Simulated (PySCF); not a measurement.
Some computed properties have been withheld. Give your best values.

Species: C7H9N.
SMILES: `C#C[C@@H](C#CC)NC`

Conformer (atom-mapped SMILES and torsion angles): `[CH:1]#[C:2][C@@H:3]([C:4]#[C:5][CH3:6])[NH:7][CH3:8]`: C2–C3–N7–C8 174°.

```tsv
property	level	value
point group of the GFN2-xTB geometry	GFN2-xTB	?
rotational constants A, B, C of the GFN2-xTB geometry	GFN2-xTB	2.298, 1.447, 0.933 GHz
dipole moment	PBE0/pcSseg-1	1.93 D
HOMO energy	PBE0/pcSseg-1	-6.66 eV
LUMO energy	PBE0/pcSseg-1	0.68 eV
13C chemical shifts (computed TMS as zero) by class	GIAO PBE0/pcSseg-1	?
1H chemical shifts (computed TMS as zero) by class	GIAO PBE0/pcSseg-1	3.88 (1 H), 2.61 (3 H), 2.06 (3 H), 1.69 (1 H), 0.17 (1 H) ppm
isotropic shieldings of nuclei other than C and H, by class	GIAO PBE0/pcSseg-1	?
```

Electronic properties: PySCF, gas phase, density fitting. GFN2-xTB frequencies show an imaginary mode (22i cm⁻¹), so this geometry is no minimum at that level. NMR classes are plain means over equivalent atoms (diastereotopic ones count apart unless rotation or inversion swaps them), as if these changed places fast; in this geometry the members of some classes differ.

(1) What are the 13C chemical shifts (computed TMS as zero) by class?

(2) The point group of the GFN2-xTB geometry?

(3) Give the isotropic shieldings of nuclei other than C and H, by class.

## Answers

(1) 87.1 (1 C), 86.5 (1 C), 83.5 (1 C), 76.6 (1 C), 44.5 (1 C), 36.7 (1 C), 4.6 (1 C) ppm.

(2) C1.

(3) 205 (1 N) ppm.

The rotational constants make it an asymmetric top with κ = (2B − A − C)/(A − C) = -0.25, nearer the prolate limit (−1). A dipole of 1.93 D is allowed in C1, and pure rotational transitions are dipole-allowed. In atomic units the dipole is 0.76 e·bohr (1 au = 2.5417 D).

One conformer stands for the species.
